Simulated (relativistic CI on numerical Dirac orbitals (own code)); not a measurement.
## Ru⁶⁺: L2,3 absorption edge

Computed with this model: Dirac-Coulomb-Breit CI, orbitals from a KLI potential per configuration, a model potential for QED, valence Slater integrals scaled by 0.8, multiplet model of core-to-valence dipole absorption; configurations [Kr] 4d2 → [He] 2s2 2p5 3s2 3p6 3d10 4s2 4p6 4d3; 10 K; Lorentzian 1.6 eV and Gaussian 0.5 eV FWHM. Energies are those of the free ion, without screening or charge transfer. The branching ratio is the share of the lower-energy edge in the whole absorption, uncertain by about 0.02 where the edges overlap. S is read from ⟨S²⟩ = S(S + 1).

Field parameters in Wybourne normalisation: Td as Oh with Dq negative (B⁴₀ = 21Dq, B⁴₄ = √(5/14) B⁴₀). The field is a parameter set, without covalency.

free ion: ground-state S = 0.98, centroid 2880.55 eV, branching ratio 0.781. Peaks (eV, height): 2852.5 (100), 2979.2 (17), 2981.5 (17).

Td, 10Dq = -8550 cm⁻¹: ground-state S = 1.00, centroid 2888.76 eV, branching ratio 0.718. Peaks (eV, height): 2852.5 (100), 2980.0 (29), 2981.5 (27).

Td, 10Dq = -13300 cm⁻¹: ground-state S = 1.00, centroid 2890.38 eV, branching ratio 0.706. Peaks (eV, height): 2852.8 (100), 2980.2 (37).

Td, 10Dq = -18050 cm⁻¹: ground-state S = 1.00, centroid 2891.25 eV, branching ratio 0.700. Peaks (eV, height): 2853.0 (100), 2980.2 (42).

The statistical ratio of this edge is 2/3 = 0.667. Values above it arise where the holes sit mainly in the j = l + 1/2 valence subshell or the ground state has high spin; values below it where core-valence Coulomb terms move weight to the upper edge, as in nearly empty shells. At deep edges of heavy elements the radial integrals of the two core levels differ, which raises the baseline.

Strongest unbroadened transitions for free ion:

```csv
Energy (eV),Relative strength
2850.17,14.2
2850.32,13.1
2851.03,23.4
2852.19,22.3
2852.27,100.0
2852.36,32.7
2852.39,19.9
2852.64,96.6
2852.76,26.0
2852.89,41.0
2853.38,8.5
2853.49,12.1
2978.92,27.1
2979.43,19.9
2980.72,10.2
2981.41,8.2
2981.56,11.2
2981.63,15.5
```
